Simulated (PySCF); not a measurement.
## Input and output

[Gd(NO2)]2+ (singlet in the valence; each metal's 4f electrons, 7 of them, lie in its core potential, out of spins and levels). PySCF 2.14.0, RKS M06-L, Gd lcecp-1-SVP with ECP53, O def2-SVP, N def2-SVP; non-relativistic Hamiltonian with scalar-relativistic core potentials where named; density fitting; no spin-orbit coupling. Purpose: level M06-L.

```python
mol = gto.M(atom='''
Gd     0.00000     0.00000    -0.34767
O      1.04414    -0.00000     1.59889
O     -1.04414     0.00000     1.59889
N     -0.00000     0.00000     2.33645''',
    basis={'Gd': 'lcecp-1-SVP', 'O': 'def2-SVP', 'N': 'def2-SVP'},
    ecp={'Gd': 'lcecp-1-SVP'},
    charge=2, spin=0)
mf = dft.RKS(mol, xc='M06L')
mf.grids.atom_grid = (75, 302)  # f atoms: unpruned, at least (60, 302)
mf = mf.density_fit()  # fitting sets: Gd AutoAux, O def2-universal-JKFIT, N def2-universal-JKFIT
mf.conv_tol = 1e-08; mf.max_cycle = 55
mf.kernel(dm0)  # dm0: converged density of the relaxed state
mf.nuc_grad_method().kernel()
```

Run from Python with OMP_NUM_THREADS=2; the lines above give its settings. Where DIIS fails, smearing, a level shift and second-order steps follow.
It took 4.2 s on 2 threads of Intel(R) Xeon(R) Platinum 8488C (Sapphire Rapids), with other jobs on the host, from an already converged density.

Task: Where do the frontier levels lie, over both spins?

Result: HOMO -18.00 eV, LUMO -15.33 eV. The 4f levels lie in the core potential and are missing.

Task: What are the Mulliken charges and spins?

Result: 
```
atom  charge (e)  spin (e)
 Gd1       2.129     0.000
  O2      -0.310     0.000
  O3      -0.310     0.000
  N4       0.490     0.000
```
The spin of the 4f electrons in the core isn't counted.

Task: What forces act on the atoms (eV/Å)?

Result: 
```
Gd   0.00  0.00 -0.34
O    0.09  0.00  0.18
O   -0.09  0.00  0.18
N    0.00  0.00 -0.02
```
Forces carry noise of the integration grid, about 0.01 to 0.03 eV/Å.

The geometry was relaxed with B3LYP (Gd lcecp-1-SVP with ECP53, O def2-SVP, N def2-SVP).

An lcecp potential fixes the number of 4f electrons, so in runs with it no electron can move into or out of that shell.
